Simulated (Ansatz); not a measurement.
Gas-phase electronic energies from Ansatz, PBE0-D4/def2-TZVP geometries. CCSD(T)/CBS adds triple-zeta CCSD(T) − MP2 to the extrapolated MP2 energy (def2 sets, frozen cores). Functionals use def2-TZVPP. B3LYP here is the variant with VWN-RPA as its local correlation; programs differ in this. HSE06 is defined as in plane-wave codes. For Ga outer-core shells are correlated without core-valence functions, which leaves a few kJ/mol of doubt a bond. Scalar relativity is left out up to krypton. Each species was taken in one conformer, which may not be the lowest.

Reaction (ligand exchange at the Si–O bond): `[SiH3][O][Al]([O][SiH3])[O][SiH3]` + `[OH][Ga]([Cl])[Cl]` → `[SiH3][O][Ga]([Cl])[Cl]` + `[OH][Al]([O][SiH3])[O][SiH3]`

| level | ΔE (kcal/mol) | difference from CCSD(T)/CBS |
| --- | --- | --- |
| LDA (SPW92) | 2.6 | 0.2 |
| PBE-D4 | 2.7 | 0.3 |
| revPBE-D4 | 2.7 | 0.3 |
| BLYP-D4 | 2.8 | 0.4 |
| r2SCAN-D4 | 2.9 | 0.5 |
| B97M-V | 3.1 | 0.7 |
| PBE0-D4 | 2.7 | 0.3 |
| B3LYP-D4 | 2.8 | 0.4 |
| r2SCANh-D4 | 2.9 | 0.5 |
| r2SCAN0-D4 | 2.9 | 0.5 |
| HSE06-D4 | 2.7 | 0.3 |
| BHLYP-D4 | 2.6 | 0.2 |
| CAM-B3LYP-D4 | 2.9 | 0.5 |
| ωB97M-V | 2.6 | 0.2 |
| B2PLYP | 2.8 | 0.4 |
| PBE-QIDH | 2.5 | 0.1 |
| revPBE | 3.1 | 0.7 |
| BLYP | 3.3 | 0.9 |
| r2SCAN | 2.9 | 0.5 |
| PBE0 | 2.9 | 0.5 |
| B3LYP | 3.2 | 0.8 |
| r2SCANh | 2.9 | 0.5 |
| HSE06 | 2.9 | 0.5 |
| CAM-B3LYP | 3.1 | 0.7 |
| LC-ωPBE | 2.8 | 0.4 |
| RPA@PBE/def2-TZVPP | 2.3 | -0.1 |
| HF/def2-SVP | 3.2 | 0.8 |
| MP2/def2-SVP | 2.2 | -0.2 |
| CCSD/def2-SVP | 2.4 | 0.0 |
| CCSD(T)/def2-SVP | 2.3 | -0.1 |
| HF/def2-TZVPP | 3.1 | 0.7 |
| MP2/def2-TZVPP | 2.1 | -0.3 |
| SCS-MP2/def2-TZVPP | 2.3 | -0.1 |
| CCSD/def2-TZVPP | 2.5 | 0.1 |
| CCSD(T)/def2-TZVPP | 2.3 | -0.1 |
| HF/def2-QZVPP | 3.2 | 0.8 |
| MP2/def2-QZVPP | 2.2 | -0.2 |
| SCS-MP2/def2-QZVPP | 2.4 | 0.0 |
| HF/CBS(def2) | 3.2 | 0.8 |
| MP2/CBS(def2) | 2.3 | -0.1 |
| CCSD(T)/CBS | 2.4 | 0 |

Largest T1 diagnostic among the species: 0.012.

Leaving LDA and LC-ωPBE aside and taking each functional with its dispersion term where it has one, the values spread over 0.5 kcal/mol, from PBE-QIDH to B97M-V. In def2-TZVPP, CCSD(T) changes the Hartree–Fock value by −0.8 kcal/mol (the triples alone add −0.2 kcal/mol) and MP2 by −1.0 kcal/mol.
